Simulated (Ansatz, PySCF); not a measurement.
Gas-phase reaction R1 → P1 + P2, each structure at its B3LYP-D3(BJ)/def2-TZVP stationary point, reached from a drawn start (curvature not checked).
R1: CF6Si (SMILES FC(F)(F)[Si](F)(F)F), charge 0, multiplicity 1.
P1: SiF4 (SMILES F[Si](F)(F)F), charge 0, multiplicity 1.
P2: CF2 (SMILES F[C]F), charge 0, multiplicity 1.

P less R. No zero-point or thermal terms.

Correlated levels freeze the cores.

Codes used: Ansatz (a quantum-chemistry and plane-wave program); PySCF for the D3/D4 terms. Each number belongs to the level named beside it.

### Question
Predict the reaction energy from CCSD(T)/aug-cc-pV(D+d)Z.

### Answer
15.7 kcal/mol

### Question
Give the reaction energy at the level PBE-D4/def2-TZVPPD.

### Answer
20.1 kcal/mol

### Question
Estimate the reaction energy that BLYP-D3(BJ)/def2-TZVPPD returns for this input.

### Answer
12.6 kcal/mol
